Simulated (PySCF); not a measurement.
Simulation results for AlClGeH3N, CH6GeNO, AlBGeH5O

Calculation on a computer-drawn molecule: optimised geometry and harmonic frequencies of an isolated molecule of the commonest isotopes, restricted reference for singlets and unrestricted otherwise, frozen core in MP2; on germanium a core potential holds 10 electrons, which the energies leave out, and 3d is frozen in MP2 and coupled-cluster steps. Program: PySCF 2.14.0.

Common to all runs: charge 0; method HF; basis and core potential on germanium cc-pVDZ-PP ECP10MDF.

(1) AlClGeH3N

Start structure:
```xyz
7
AlClGeH3N
Al    -1.1707    -0.1487    -0.7299
N      0.6028    -0.2542    -0.4703
Ge     1.7772     0.5681     0.8030
Cl     2.7991     2.1575    -0.1704
H      1.2173    -0.7717    -1.1478
H      0.9354     1.1079     1.9608
H      2.8262    -0.4465     1.2031
```

Settings of this run: multiplicity 1 and basis cc-pV(D+d)Z.

The calculation gives: rotational constants 5.999, 1.356, 1.168 GHz; total energy -1051.0743 hartree; convergence status largest gradient component 3.571e-05 hartree/bohr.

Drawn bonds:
| atom | other atom | order |
| --- | --- | --- |
| 1 | 2 | 1 |
| 2 | 3 | 1 |
| 3 | 4 | 1 |
| 2 | 5 | 1 |
| 3 | 6 | 1 |
| 3 | 7 | 1 |

Optimised structure:
```xyz
7
AlClGeH3N
Al    -1.1603    -0.1425    -0.7008
N      0.6396    -0.2546    -0.4560
Ge     1.7515     0.5143     0.7609
Cl     2.8214     2.1993    -0.1367
H      1.1634    -0.7749    -1.1481
H      0.9260     1.1034     1.8965
H      2.8457    -0.4327     1.2327
```

Modes:
| frequency (cm⁻¹) | reduced mass (dalton) |
| --- | --- |
| 51.53 | 10.9 |
| 149.1 | 6.833 |
| 192.9 | 3.697 |
| 404.2 | 6.864 |
| 437.3 | 1.692 |
| 509.2 | 1.996 |
| 606.3 | 2.123 |
| 747.9 | 1.098 |
| 824.1 | 2.021 |
| 892.3 | 1.303 |
| 945.5 | 1.073 |
| 1169 | 1.268 |
| 2268 | 1.025 |
| 2276 | 1.015 |
| 3702 | 1.074 |

(2) CH6GeNO

Start structure:
```xyz
10
CH6GeNO
C     -1.0305     0.3211     1.1623
O      0.2304     0.7423     0.7772
Ge     1.3195     1.7631     1.7286
N      1.7270     0.9558     3.2657
H     -1.4973    -0.3058     0.4343
H     -1.5878     0.9643     1.7203
H      2.4481     1.8914     0.8135
H      0.5641     3.1312     1.9452
H      2.2841     1.4384     3.9208
H      0.9724     0.4104     3.6276
```

Here we set multiplicity 2 and basis cc-pVDZ.

It finds rotational constants 9.138, 3.397, 2.74 GHz; total energy -464.0260 hartree; spin squared 0.7601; convergence status largest gradient component 3.491e-06 hartree/bohr.

Drawn bonds:
| atom | other atom | order |
| --- | --- | --- |
| 1 | 2 | 1 |
| 2 | 3 | 1 |
| 3 | 4 | 1 |
| 1 | 5 | 1 |
| 1 | 6 | 1 |
| 3 | 7 | 1 |
| 3 | 8 | 1 |
| 4 | 9 | 1 |
| 4 | 10 | 1 |

Optimised structure:
```xyz
10
CH6GeNO
C     -1.0037     0.2615     1.0589
O      0.2489     0.6730     0.7484
Ge     1.2038     1.7920     1.7586
N      1.4476     1.0235     3.3948
H     -1.4708    -0.3489     0.2951
H     -1.6293     0.9171     1.6600
H      2.4656     1.9941     0.9264
H      0.4159     3.0823     1.9822
H      2.0925     0.2539     3.4310
H      1.6595     1.6636     4.1401
```

Modes:
| frequency (cm⁻¹) | reduced mass (dalton) |
| --- | --- |
| 49.23 | 1.907 |
| 128.5 | 1.252 |
| 150 | 1.342 |
| 217.8 | 2.695 |
| 307.3 | 3.598 |
| 539.3 | 1.207 |
| 594.7 | 1.303 |
| 650.5 | 5.609 |
| 729.9 | 4.103 |
| 741.5 | 1.134 |
| 748.8 | 1.302 |
| 874.9 | 1.068 |
| 945.4 | 1.032 |
| 983.4 | 1.157 |
| 1261 | 1.377 |
| 1324 | 4.844 |
| 1587 | 1.14 |
| 1693 | 1.1 |
| 2246 | 1.023 |
| 2267 | 1.016 |
| 3235 | 1.047 |
| 3368 | 1.121 |
| 3745 | 1.051 |
| 3840 | 1.095 |

(3) AlBGeH5O

Start structure:
```xyz
9
AlBGeH5O
O     -1.4497     0.0460     1.0600
Al    -1.0409    -0.9832    -0.1027
B      0.4051    -0.5675    -1.3062
Ge     2.0253    -0.0295    -2.3031
H     -1.7165     0.6100     1.8326
H     -1.9774    -2.2651    -0.1228
H      1.9804    -0.4004    -3.8568
H      3.3960    -0.5518    -1.8859
H      2.2762     1.4413    -2.3856
```

Settings of this run: multiplicity 2 and basis cc-pV(D+d)Z.

It finds rotational constants 16.18, 0.8447, 0.8108 GHz; total energy -637.7297 hartree; spin squared 0.7603; convergence status largest gradient component 3.824e-06 hartree/bohr.

Drawn bonds:
| atom | other atom | order |
| --- | --- | --- |
| 1 | 2 | 1 |
| 2 | 3 | 1 |
| 3 | 4 | 1 |
| 1 | 5 | 1 |
| 2 | 6 | 1 |
| 4 | 7 | 1 |
| 4 | 8 | 1 |
| 4 | 9 | 1 |

Optimised structure:
```xyz
9
AlBGeH5O
O     -1.5659     0.3562     1.0546
Al    -1.0152    -0.9008     0.0621
B      0.5743    -0.4790    -1.2060
Ge     2.1560    -0.0338    -2.4574
H     -2.2678     0.3440     1.6832
H     -1.6985    -2.3255     0.1172
H      1.7983    -0.1996    -3.9407
H      3.3924    -0.8977    -2.1740
H      2.5249     1.4359    -2.2096
```

Modes:
| frequency (cm⁻¹) | reduced mass (dalton) |
| --- | --- |
| 33.53 | 1.185 |
| 77.18 | 4.094 |
| 90.81 | 5.119 |
| 252.8 | 4.746 |
| 307.1 | 4.357 |
| 350 | 1.095 |
| 505.5 | 1.333 |
| 536.8 | 1.191 |
| 554.3 | 1.127 |
| 586.2 | 1.326 |
| 720.7 | 1.282 |
| 836.8 | 7.042 |
| 888.3 | 1.621 |
| 930.1 | 1.975 |
| 948.9 | 1.019 |
| 976.6 | 1.052 |
| 1982 | 1.042 |
| 2192 | 1.024 |
| 2200 | 1.023 |
| 2218 | 1.012 |
| 4224 | 1.068 |
